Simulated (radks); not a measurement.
Removal energies from the cobalt ion Co12+, [Ne] 3s2 3p3, by Delta-SCF beside the eigenvalue of the level emptied. Calculated with a radial shooting solver on a logarithmic mesh with Libxc functionals: scalar-relativistic Kohn-Sham, LDA (Slater exchange, Perdew-Wang correlation), spin-polarised, spherical densities, finite nucleus; Fermi nuclear charge, rms radius of each element as measured or else 0.836 A^(1/3) + 0.57 fm. Open shells are filled with parallel spins first.

| removed from | final configuration | Delta-SCF (eV) | -eigenvalue (eV) |
|---|---|---|---|
| 3p | [Ne] 3s2 3p2 | 376.30 | 360.02 |
| 3s | [Ne] 3s1 3p3 | 403.71 | 389.45 |
| 2p | [He] 2s2 2p5 3s2 3p3 | 1162.9 | 1118.8 |
| 2s | [He] 2s1 2p6 3s2 3p3 | 1283.6 | 1244.9 |
